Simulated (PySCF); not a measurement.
Cl2CrO2, charge +1, doublet, at a GFN2-xTB geometry (such geometries of metal compounds can be far from the true shape) (the multiplicity is a formal guess); DF-B3LYP/def2-SVP in PySCF.

Here is a job for PySCF.
```python
from pyscf import gto, scf, dft

mol = gto.M(
    atom='''
Cr    0.350137   -0.061119    0.112889
O     1.430549   -0.591872   -0.871559
O     0.778263    0.206308    1.583712
Cl   -0.365250    1.694613   -0.647934
Cl   -1.168502   -1.426886    0.153431
''',
    basis='def2-svp',
    charge=1,
    spin=1,
    verbose=4,
)

mf = dft.UKS(mol)
mf.xc = 'b3lyp'
mf = mf.density_fit(auxbasis='def2-universal-jkfit')
mf.kernel()
```

What the program printed (banner, timings and long lists left out):

```
PySCF version 2.14.0

[INPUT] verbose = 4
[INPUT] num. atoms = 5
[INPUT] num. electrons = 73
[INPUT] charge = 1
[INPUT] spin (= nelec alpha-beta = 2S) = 1
[INPUT] symmetry False subgroup None
[INPUT] Mole.unit = angstrom
[INPUT] Symbol           X                Y                Z      unit          X                Y                Z       unit  Magmom
[INPUT]  1 Cr     0.350137000000  -0.061119000000   0.112889000000 AA    0.661663036077  -0.115498171007   0.213329292476 Bohr   0.0
[INPUT]  2 O      1.430549000000  -0.591872000000  -0.871559000000 AA    2.703345817770  -1.118475980799  -1.647007811400 Bohr   0.0
[INPUT]  3 O      0.778263000000   0.206308000000   1.583712000000 AA    1.470703922882   0.389865617307   2.992781940187 Bohr   0.0
[INPUT]  4 Cl    -0.365250000000   1.694613000000  -0.647934000000 AA   -0.690222466997   3.202354457128  -1.224417806794 Bohr   0.0
[INPUT]  5 Cl    -1.168502000000  -1.426886000000   0.153431000000 AA   -2.208148756007  -2.696423750976   0.289942569018 Bohr   0.0

nuclear repulsion = 499.537317773726
number of shells = 39
number of NR pGTOs = 193
number of NR cGTOs = 95
basis = def2-svp
ecp = {}

******** <class 'pyscf.df.df_jk.DFUKS'> ********
method = DFUKS
initial guess = minao
damping factor = 0
level_shift factor = 0
DIIS = <class 'pyscf.scf.diis.CDIIS'>
diis_start_cycle = 1
diis_space = 8
diis_damp = 0
SCF conv_tol = 1e-09
SCF conv_tol_grad = None
SCF max_cycles = 50
direct_scf = False
number electrons alpha = 37  beta = 36
XC library pyscf.dft.libxc version 7.1.2
    S. Lehtola, C. Steigemann, M. J. T. Oliveira, and M. A. L. Marques,  SoftwareX 7, 1–5 (2018)
XC functionals = b3lyp
    P. J. Stephens, F. J. Devlin, C. F. Chabalowski, and M. J. Frisch,  J. Phys. Chem. 98, 11623 (1994)
radial grids:
    Treutler-Ahlrichs [JCP 102, 346 (1995); DOI:10.1063/1.469408] (M4) radial grids

becke partition: Becke, JCP 88, 2547 (1988); DOI:10.1063/1.454033
pruning grids: <function nwchem_prune>
grids dens level: 3
symmetrized grids: False
atomic radii adjust function: <function treutler_atomic_radii_adjust>
small_rho_cutoff = 0
Set gradient conv threshold to 3.16228e-05
tot grids = 86832
******** <class 'pyscf.df.df.DF'> ********
auxbasis = def2-universal-jkfit
init E= -2115.23586225712

cycle= 1 E= -2114.12036650471  delta_E= 1.12  |g|= 0.827  |ddm|= 2.44
cycle= 2 E= -2104.45088387343  delta_E= 9.67  |g|= 4.63  |ddm|= 3.04
cycle= 3 E= -2113.80440859783  delta_E= -9.35  |g|= 1.03  |ddm|= 2.49
cycle= 4 E= -2114.2819665623  delta_E= -0.478  |g|= 0.577  |ddm|= 1.53
cycle= 5 E= -2114.42954207048  delta_E= -0.148  |g|= 0.191  |ddm|= 0.327
cycle= 6 E= -2114.45116164343  delta_E= -0.0216  |g|= 0.0471  |ddm|= 0.181
cycle= 7 E= -2114.45227000219  delta_E= -0.00111  |g|= 0.0203  |ddm|= 0.0476
cycle= 8 E= -2114.4525848645  delta_E= -0.000315  |g|= 0.0068  |ddm|= 0.0322
cycle= 9 E= -2114.45269130122  delta_E= -0.000106  |g|= 0.00621  |ddm|= 0.0192
cycle= 10 E= -2114.45273658523  delta_E= -4.53e-05  |g|= 0.00712  |ddm|= 0.0126
cycle= 11 E= -2114.45279831223  delta_E= -6.17e-05  |g|= 0.00355  |ddm|= 0.0132
cycle= 12 E= -2114.4528892997  delta_E= -9.1e-05  |g|= 0.00277  |ddm|= 0.0347
cycle= 13 E= -2114.45290268139  delta_E= -1.34e-05  |g|= 0.0023  |ddm|= 0.00813
cycle= 14 E= -2114.45292579761  delta_E= -2.31e-05  |g|= 0.000905  |ddm|= 0.0189
cycle= 15 E= -2114.45292872524  delta_E= -2.93e-06  |g|= 0.000741  |ddm|= 0.00483
cycle= 16 E= -2114.45292960164  delta_E= -8.76e-07  |g|= 0.000376  |ddm|= 0.00266
cycle= 17 E= -2114.45293003444  delta_E= -4.33e-07  |g|= 0.000112  |ddm|= 0.00281
cycle= 18 E= -2114.45293007374  delta_E= -3.93e-08  |g|= 0.000101  |ddm|= 0.000633
cycle= 19 E= -2114.45293008219  delta_E= -8.45e-09  |g|= 4.34e-05  |ddm|= 0.000323
cycle= 20 E= -2114.45293008333  delta_E= -1.14e-09  |g|= 2.92e-05  |ddm|= 8.92e-05
cycle= 21 E= -2114.45293008383  delta_E= -4.95e-10  |g|= 1.2e-05  |ddm|= 3.91e-05
Extra cycle  E= -2114.45293008305  delta_E= 7.79e-10  |g|= 5.08e-05  |ddm|= 4.27e-05
converged SCF energy = -2114.45293008305  <S^2> = 0.83304675  2S+1 = 2.0813906
```
